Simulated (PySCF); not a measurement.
Isomers of C6H15OP, from PySCF, PBE0-D3(BJ)/def2-SVP geometry optimisation, gas phase. One conformer each, no zero-point energy, no frequencies.

Question: Which isomer lies lower at this level?
A. `[CH3:1][O:2][CH2:3][P:4]([CH3:5])[CH:6]([CH3:7])[CH3:8]` with C1–O2–C3–P4 -178°, O2–C3–P4–C5 56°, C3–P4–C6–C7 173°: A = 2256, B = 1131, C = 911.3 MHz, dipole 1.50 D
B. `[CH3:1][C:2]([CH3:3])([CH3:4])[CH2:5][PH:6][CH2:7][OH:8]` with C2–C5–P6–C7 167°, C5–P6–C7–O8 -73°, P6–C7–O8–H -57°: A = 2882, B = 861.9, C = 802.9 MHz, dipole 0.68 D

Answer: B. That is `CC(C)(C)CPCO`, 4.0 kcal/mol below the other.

```json
{"SMILES": "CC(C)(C)CPCO", "mapped SMILES": "[CH3:1][C:2]([CH3:3])([CH3:4])[CH2:5][PH:6][CH2:7][OH:8]", "E (Eh)": "-653.42037", "relative (kcal/mol)": "0.0", "relative (kJ/mol)": "0.0", "dipole (D)": "0.68"}
{"SMILES": "COCP(C)C(C)C", "mapped SMILES": "[CH3:1][O:2][CH2:3][P:4]([CH3:5])[CH:6]([CH3:7])[CH3:8]", "E (Eh)": "-653.41402", "relative (kcal/mol)": "4.0", "relative (kJ/mol)": "16.7", "dipole (D)": "1.50"}
```

As drawn, the lower has an O–H bond and a quaternary carbon, which the higher lacks.
